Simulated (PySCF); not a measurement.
## Basis-set dependence of MgBi⁺ at PBE

PySCF, UKS reference; triplet, unpaired electrons π ↑↑; De to Mg + Bi⁺ without counterpoise correction.

```csv
basis,relativity,functions,Re (Å),ωe (cm⁻¹),De (eV),μ (D)
def2-SVP,scalar-relativistic core potentials,44,2.851,219,n/a,-8.79
def2-SVPD,scalar-relativistic core potentials,53,2.847,220,n/a,-8.77
aug-cc-pVDZ/aug-cc-pVDZ-PP,scalar-relativistic core potentials,59,2.837,224,n/a,-8.68
```

Task: How does each smaller set differ from the one with most functions, aug-cc-pVDZ/aug-cc-pVDZ-PP?

Result: def2-SVP: +1.4 pm, -2.2 % in ωe; def2-SVPD: +1.0 pm, -1.8 % in ωe. All at PBE; the set with most functions is neither the basis-set limit nor always the best.

A positive dipole points towards Bi; it is taken about the centre of mass and depends on that origin. These are scalar-relativistic numbers at best; spin–orbit coupling would shift them, the dissociation energy most. The state was picked by a PBE0 search and need not be the measured ground state.
